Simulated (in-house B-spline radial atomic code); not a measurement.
Configurations of Pr4+, with energies counted from [Xe] 4f1. All numbers are computed (scalar-relativistic (X2C) RPBE, spin-polarised, spherical fractional occupations; Fermi nucleus of rms radius 4.8919 fm) with a radial B-spline atomic code at the basis-set limit, not measured. Shells without spins written out take the highest spin.

Occupations are held fixed; configurations that lie above the ionisation limit could autoionise.

| configuration | E - E(ref) (eV) | highest orbital | its <r> (bohr) |
| --- | --- | --- | --- |
| [Kr] 4d10 4f(1 up, 1 down) 5s2 5p(3 up, 2 down) | 14.303 | 4f down | 0.9748 |
| [Xe] 6p1 | 28.795 | 6p up | 3.359 |
| [Xe] 6d1 | 36.613 | 6d up | 4.211 |
| [Kr] 4d10 4f(0 up, 1 down) 5s2 5p(2 up, 3 down) 6d(0 up, 1 down) | 45.289 | 6d down | 4.249 |
| [Kr] 4d9 4f1 5s2 5p6 6d1 | 149.53 | 6d up | 4.194 |
| [Kr] 4d9 4f1 5s2 5p6 6f1 | 157.2 | 6f up | 5.891 |

Problem. Order these further configurations by energy, lowest first.
A. [Kr] 4d10 4f(0 up, 1 down) 5s2 5p(2 up, 3 down) 5d(0 up, 1 down)
B. [Kr] 4d9 4f2 5s2 5p6
C. [Xe] 6s1
D. [Xe] 5f(0 up, 1 down)
E. [Kr] 4d10 4f1 5s2 5p5 5f1

Solution. C (22.908 eV), A (24.608 eV), D (36.474 eV), E (45.227 eV), B (110.74 eV).

Problem. How far above the reference does [Kr] 4d10 4f1 5s2 5p5 6s1 lie?

Solution. 31.69 eV; its least bound orbital is 6s up with <r> = 2.978 bohr.
